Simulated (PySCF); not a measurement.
Two species compared at the same levels of theory.

First species: C3H9NSi2.
Bonds: N1–C2 (triple), C2–C3, C3–C4, C4–Si5, C4–Si6. Hydrogens: H7, H8 on C3; H9 on C4; H10, H11, H12 on Si5; H13, H14, H15 on Si6.

Second species: C5H8O.
SMILES: `C[C@@H]1C[C@H]1C=O`

Levels: B3LYP/def2-SVPD for dipole moment, HOMO energy, LUMO energy, HOMO–LUMO gap, static isotropic polarisability and electronic spatial extent ⟨r²⟩ about the centre of nuclear charge; TDDFT B3LYP/def2-SVPD for lowest singlet excitation; TDA B3LYP/def2-SVPD for lowest triplet excitation (Tamm–Dancoff); GFN2-xTB for rotational constant A and rotational constant C. Geometries: GFN2-xTB. All species are isolated and taken at one optimised geometry, non-relativistic unless stated. Electronic properties by PySCF.

Dipoles, sizes and rotational constants follow the conformer. The torsions of the flexible species, by atom-mapped SMILES:
- `[N:1]#[C:2][CH2:3][CH:4]([SiH3:5])[SiH3:6]`: C2–C3–C4–Si5 -167°
- `[CH3:1][C@@H:2]1[CH2:3][C@H:4]1[CH:5]=[O:6]`: C3–C4–C5–O6 -149°

Which of the two has the higher LUMO energy, and by how much?

The first: -0.47 eV against -0.92 eV, a difference of 0.45 eV.

Which of the two has the higher HOMO energy, and by how much?

The second: -7.13 eV against -8.60 eV, a difference of 1.47 eV.

Which of the two has the higher dipole moment, and by how much?

The second: 3.73 D against 3.57 D, a difference of 0.16 D.

Which has the higher rotational constant A?

The second: 8.661 GHz against 3.117 GHz, a difference of 5.544 GHz.

Which has the higher S1 energy?

The first: 7.21 eV against 4.39 eV, a difference of 2.82 eV.

Which has the higher HOMO–LUMO gap?

The first: 8.13 eV against 6.21 eV, a difference of 1.92 eV.

Which of the two has the higher rotational constant C, and by how much?

The second: 1.850 GHz against 1.046 GHz, a difference of 0.804 GHz.

Which has the higher T1 energy?

The first: 6.45 eV against 3.82 eV, a difference of 2.63 eV.

On the first: The vertical singlet–triplet gap S1 − T1 is 0.76 eV (TDDFT singlet less Tamm–Dancoff triplet; S1: HOMO→LUMO, weight 0.97; T1: HOMO−1→LUMO, weight 0.13, beside HOMO−2→LUMO+3, weight 0.12). No computed singlet falls in the visible range (750 to 380 nm, 1.65 to 3.26 eV); S1 lies 3.95 eV above its blue end.

On the second: S1 lies 1.82 eV below the HOMO–LUMO gap; its leading configuration is HOMO→LUMO, weight 0.98. The principal polarisabilities are 53.4, 58.1 and 77.6 au; their mean is the isotropic value.
